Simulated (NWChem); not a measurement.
# C4H8O; SMILES C1C(C)(C1)O

```xyz
13

C      1.0729     1.1864    -0.0188
C     -0.0376     0.1574    -0.0056
O     -1.3353     0.7095    -0.0556
C      0.1273    -1.1395     0.7525
C      0.0969    -1.1255    -0.7672
H      0.9865     1.8298    -0.9018
H      2.0593     0.7102    -0.0318
H      1.0256     1.8263     0.8733
H     -1.4873     1.1684     0.7868
H      1.0720    -1.3413     1.2518
H     -0.7504    -1.5292     1.2606
H     -0.8010    -1.4978    -1.2511
H      1.0203    -1.3145    -1.3086
```
Atoms are numbered in this order, from 1.

All runs: NWChem. Medium grid unless said otherwise, to which SCAN and Minnesota functionals are sensitive. All runs use the structure optimised with B3LYP/6-31G* (spherical d). Total energies of different functionals are on different scales.

```csv
level,energy (Ha),highest occupied level (eV),orbital gap (eV),dipole (D)
PBE/def2-TZVP,-232.2211,-5.93,6.13,1.45
B3LYP/def2-TZVP,-232.5243,-7.16,7.84,1.53
PBE0/def2-TZVP,-232.2468,-7.37,8.42,1.53
r2SCAN/def2-TZVP,-232.3827,-6.20,7.16,1.50
"LDA (Slater exchange, VWN5)/def2-TZVP",-230.5100,-6.08,6.13,1.52
Hartree-Fock/def2-TZVP,-231.0407,-10.65,14.29,1.66
```
